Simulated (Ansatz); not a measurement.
Ansatz (a first-principles code) input (B3LYP/LANL2DZ): The .json file is the Basis Set Exchange's LANL2DZ.

Ansatz 0.2 input:
```yaml
crystal:
  periodic: [false, false, false]
  atoms:
    - {symbol: Al, position_ang: [-0.00653357, 0.01315504, -0.00794229]}
    - {symbol: F, position_ang: [-1.39024871, -0.84274989, -0.23757517]}
    - {symbol: F, position_ang: [0.07204872, 1.54413220, -0.58607768]}
    - {symbol: O, position_ang: [1.32366063, -0.62215038, 0.79430802]}
    - {symbol: H, position_ang: [1.35945132, -1.50625337, 1.16166128]}
basis:
  gaussian:
    orbitals: LANL2DZ.json
hamiltonian:
  xc: {name: B3LYP}
relax: {f_tol: 0.003, max_steps: 120}
```

Output:

```
Functional definition: B3LYP
integrals: 0.01 GiB planned
486 factors; integrals over basis functions are off by at most 7.1e-5 eV
mean field: 0.10 GiB planned
mean field evaluation 1: about -7547.6304 eV, gradient 7.0e1 eV
mean field evaluation 2: about -7527.9781 eV, gradient 1.2e2 eV
mean field evaluation 4: about -7556.6905 eV, gradient 5.7e0 eV
mean field evaluation 8: about -7556.7330 eV, gradient 1.1e-1 eV
mean field -7556.73301240 eV, -277.7048160680 hartree, gradient 4.2e-5 eV, S^2 0.000000; 0 other end points of the search recorded, 0 dependent functions left out
the calculation of the forces begins
reference -7556.73323548 eV, -277.7048242662 hartree; 15, 15 occupied and 22, 22 virtual orbitals, 486 factors
relax step   1: F+E_penalty+E_count = -7556.73301240 eV  Δ(F+E_penalty+E_count) = +0.000e0 eV  max|allowed force component| = 1.587e0 eV/Å  Δτ_max = 0.0000 Å  (24 SCF iters, accepted)
these checks for a lower state are left out or cut short: starts, cluster_reference, orbital_swaps, neighbouring_geometries, increment
integrals: 0.01 GiB planned
486 factors; integrals over basis functions are off by at most 7.1e-5 eV
mean field: 0.10 GiB planned
mean field evaluation 16: about -7556.8379 eV, gradient 2.8e0 eV
mean field -7556.84200684 eV, -277.7088215401 hartree, gradient 1.2e-5 eV, S^2 0.000000; 0 other end points of the search recorded, 0 dependent functions left out
the calculation of the forces begins
reference -7556.84222981 eV, -277.7088297340 hartree; 15, 15 occupied and 22, 22 virtual orbitals, 486 factors
relax step   2: F+E_penalty+E_count = -7556.84200684 eV  Δ(F+E_penalty+E_count) = -1.090e-1 eV  max|allowed force component| = 8.962e-1 eV/Å  Δτ_max = 0.0520 Å  (27 SCF iters, accepted)
these checks for a lower state are left out or cut short: starts, cluster_reference, orbital_swaps, neighbouring_geometries, increment
integrals: 0.01 GiB planned
486 factors; integrals over basis functions are off by at most 7.1e-5 eV
mean field: 0.10 GiB planned
mean field -7556.92177614 eV, -277.7117530076 hartree, gradient 1.9e-5 eV, S^2 0.000000; 0 other end points of the search recorded, 0 dependent functions left out
the calculation of the forces begins
reference -7556.92199870 eV, -277.7117611867 hartree; 15, 15 occupied and 22, 22 virtual orbitals, 486 factors
relax step   3: F+E_penalty+E_count = -7556.92177614 eV  Δ(F+E_penalty+E_count) = -7.977e-2 eV  max|allowed force component| = 6.219e-1 eV/Å  Δτ_max = 0.0963 Å  (27 SCF iters, accepted)
these checks for a lower state are left out or cut short: starts, cluster_reference, orbital_swaps, neighbouring_geometries, increment
integrals: 0.01 GiB planned
486 factors; integrals over basis functions are off by at most 7.1e-5 eV
mean field: 0.10 GiB planned
mean field evaluation 32: about -7556.3984 eV, gradient 1.3e1 eV
mean field -7556.95868833 eV, -277.7131095056 hartree, gradient 1.2e-5 eV, S^2 0.000000; 0 other end points of the search recorded, 0 dependent functions left out
the calculation of the forces begins
reference -7556.95890903 eV, -277.7131176160 hartree; 15, 15 occupied and 22, 22 virtual orbitals, 486 factors
relax step   4: F+E_penalty+E_count = -7556.95868833 eV  Δ(F+E_penalty+E_count) = -3.691e-2 eV  max|allowed force component| = 1.533e0 eV/Å  Δτ_max = 0.2000 Å  (29 SCF iters, accepted)
these checks for a lower state are left out or cut short: starts, cluster_reference, orbital_swaps, neighbouring_geometries, increment
integrals: 0.01 GiB planned
486 factors; integrals over basis functions are off by at most 7.1e-5 eV
mean field: 0.10 GiB planned
mean field -7557.00321966 eV, -277.7147460018 hartree, gradient 1.7e-5 eV, S^2 0.000000; 0 other end points of the search recorded, 0 dependent functions left out
the calculation of the forces begins
reference -7557.00344091 eV, -277.7147541324 hartree; 15, 15 occupied and 22, 22 virtual orbitals, 486 factors
relax step   5: F+E_penalty+E_count = -7557.00321966 eV  Δ(F+E_penalty+E_count) = -4.453e-2 eV  max|allowed force component| = 5.021e-1 eV/Å  Δτ_max = 0.1282 Å  (24 SCF iters, accepted)
these checks for a lower state are left out or cut short: starts, cluster_reference, orbital_swaps, neighbouring_geometries, increment
integrals: 0.01 GiB planned
486 factors; integrals over basis functions are off by at most 7.1e-5 eV
mean field: 0.10 GiB planned
mean field -7557.00441758 eV, -277.7147900247 hartree, gradient 1.1e-5 eV, S^2 0.000000; 0 other end points of the search recorded, 0 dependent functions left out
the calculation of the forces begins
reference -7557.00463882 eV, -277.7147981550 hartree; 15, 15 occupied and 22, 22 virtual orbitals, 486 factors
relax step   6: F+E_penalty+E_count = -7557.00441758 eV  Δ(F+E_penalty+E_count) = -1.198e-3 eV  max|allowed force component| = 3.535e-1 eV/Å  Δτ_max = 0.0286 Å  (24 SCF iters, accepted)
these checks for a lower state are left out or cut short: starts, cluster_reference, orbital_swaps, neighbouring_geometries, increment
integrals: 0.01 GiB planned
486 factors; integrals over basis functions are off by at most 7.1e-5 eV
mean field: 0.10 GiB planned
mean field -7557.00619516 eV, -277.7148553492 hartree, gradient 1.1e-5 eV, S^2 0.000000; 0 other end points of the search recorded, 0 dependent functions left out
the calculation of the forces begins
reference -7557.00641639 eV, -277.7148634792 hartree; 15, 15 occupied and 22, 22 virtual orbitals, 486 factors
relax step   7: F+E_penalty+E_count = -7557.00619516 eV  Δ(F+E_penalty+E_count) = -1.778e-3 eV  max|allowed force component| = 5.718e-3 eV/Å  Δτ_max = 0.0066 Å  (25 SCF iters, accepted)
these checks for a lower state are left out or cut short: starts, cluster_reference, orbital_swaps, neighbouring_geometries, increment
integrals: 0.01 GiB planned
486 factors; integrals over basis functions are off by at most 7.1e-5 eV
mean field: 0.10 GiB planned
mean field evaluation 64: about -7557.0062 eV, gradient 1.4e-5 eV
mean field -7557.00619571 eV, -277.7148553697 hartree, gradient 4.2e-5 eV, S^2 0.000000; 0 other end points of the search recorded, 0 dependent functions left out
the calculation of the forces begins
reference -7557.00641694 eV, -277.7148634997 hartree; 15, 15 occupied and 22, 22 virtual orbitals, 486 factors
relax step   8: F+E_penalty+E_count = -7557.00619571 eV  Δ(F+E_penalty+E_count) = -5.558e-7 eV  max|allowed force component| = 1.625e-3 eV/Å  Δτ_max = 0.0006 Å  (16 SCF iters, accepted)
integrals: 0.01 GiB planned
486 factors; integrals over basis functions are off by at most 7.1e-5 eV
mean field: 0.10 GiB planned
mean field -7557.00619571 eV, -277.7148553697 hartree, gradient 4.2e-5 eV, S^2 0.000000; 1 other end points of the search recorded, 0 dependent functions left out
the calculation of the forces begins
reference -7557.00641694 eV, -277.7148634997 hartree; 15, 15 occupied and 22, 22 virtual orbitals, 486 factors
Total energy: -7557.00641694 eV, -277.7148634997 hartree
Atom 0 at    -0.080346    -0.036233    -0.018876 Å, force     0.000120    -0.001291     0.001625 eV/Å
Atom 1 at    -1.589282    -0.731180    -0.364129 Å, force     0.000210     0.000900    -0.000633 eV/Å
Atom 2 at     0.146164     1.555843    -0.560093 Å, force    -0.000358    -0.000075    -0.000478 eV/Å
Atom 3 at     1.101424    -0.863242     0.798696 Å, force    -0.000221     0.000502    -0.000543 eV/Å
Atom 4 at     1.780419    -1.339054     1.268775 Å, force     0.000248    -0.000037     0.000029 eV/Å
Dipole moment:     0.482657    -0.337869     0.333616 e Å
```

The geometry given is a B3LYP-D3(BJ)/def2-TZVP minimum.
